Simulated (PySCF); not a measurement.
Species: C10H8.
Numbering: `[CH:1]#[C:2][C:3]1=[CH:4]/[CH:5]=[CH:6]\[CH:7]=[CH:8]/[CH:9]=[CH:10]\1` (hydrogens: H11 on C1; H12 on C4; H13 on C5; H14 on C6; H15 on C7; H16 on C8; H17 on C9; H18 on C10)

Method: PBE0-D3(BJ)/def2-SVP geometry optimisation, gas phase in PySCF; density fitting, grid level 2; the optimiser is geomeTRIC in internal coordinates, started from a GFN2-xTB structure.

Step 0: E = -10476.3673 eV
```
atom  x, y, z in Å  |  force x, y, z in eV/Å
C1      2.2662   -0.3032    2.8977    0.176  -0.056   0.315
C2      1.6955   -0.1346    1.8543   -0.366   0.216  -0.679
C3      1.0215    0.0198    0.6174    0.054  -0.483   0.059
C4      0.7806    1.2380    0.1178   -0.297   0.378  -0.509
C5      0.1473    1.5219   -1.1670    0.505   0.005   0.359
C6     -1.0589    1.1126   -1.5469   -0.541  -0.345   0.068
C7     -1.9826    0.3017   -0.7496    0.148   0.547  -0.287
C8     -1.7332   -0.9068   -0.2595    0.377  -0.514   0.137
C9     -0.4864   -1.6558   -0.4406   -0.628   0.102  -0.098
C10     0.7212   -1.2518   -0.0717    0.333   0.360   0.096
H11     2.7631   -0.4317    3.8128    0.507  -0.151   0.932
H12     1.1264    2.1077    0.6660    0.209   0.252   0.294
H13     0.7076    2.1932   -1.8091    0.132   0.311  -0.339
H14    -1.4606    1.4513   -2.4954   -0.070   0.246  -0.424
H15    -2.9678    0.7367   -0.6229   -0.475   0.066   0.095
H16    -2.5160   -1.4465    0.2617   -0.432  -0.138   0.182
H17    -0.6096   -2.6417   -0.8759    0.085  -0.454  -0.138
H18     1.5769   -1.9046   -0.2009    0.282  -0.342  -0.065
```

**Question.** Estimate the geometry and energy of step 1. (The exact step hangs on the optimiser's Hessian estimate; all steps are aligned on step 0, rigid shifts and turns removed.)

**Answer.** E = -10476.4653 eV, largest force 0.186 eV/Å
```
atom  x, y, z in Å  |  force x, y, z in eV/Å
C1      2.3306   -0.2868    2.9169    0.102  -0.002   0.156
C2      1.7488   -0.1190    1.8653   -0.038  -0.018  -0.048
C3      1.0475    0.0116    0.6261   -0.038   0.067  -0.024
C4      0.8058    1.2381    0.1080    0.068   0.028   0.126
C5      0.1406    1.5453   -1.1547   -0.016   0.033  -0.115
C6     -1.0817    1.1430   -1.5447    0.044   0.055  -0.097
C7     -2.0124    0.2942   -0.7980   -0.088  -0.030   0.070
C8     -1.7629   -0.9279   -0.3006   -0.103   0.037   0.042
C9     -0.5074   -1.6733   -0.4207    0.073  -0.092  -0.046
C10     0.7111   -1.2685   -0.0397    0.031  -0.080  -0.022
H11     2.8456   -0.4174    3.8531   -0.042   0.007  -0.087
H12     1.2027    2.0976    0.6647   -0.020  -0.040  -0.042
H13     0.6666    2.2609   -1.8021   -0.029  -0.029   0.044
H14    -1.4672    1.5503   -2.4899    0.014  -0.010   0.061
H15    -3.0352    0.6840   -0.7008    0.050  -0.024  -0.023
H16    -2.5951   -1.4656    0.1741    0.040   0.019  -0.038
H17    -0.5964   -2.6921   -0.8240    0.000   0.052   0.032
H18     1.5504   -1.9680   -0.1446   -0.045   0.028   0.013
```

The energy changes by -0.0980 eV. The first-order estimate −F·Δx gives -0.1975 eV and the mean of the old and new forces, exact on a quadratic surface, -0.0960 eV. The step makes an angle of 75° with the force vector and moves no atom by more than 0.120 Å.

The cost below is that of the whole optimisation. Time: 99 s wall; peak memory 0.82 GiB. Hardware: one thread of an Arm Neoverse V1, no GPU, shared host with 32 logical CPUs at a one-minute load of 8.5.
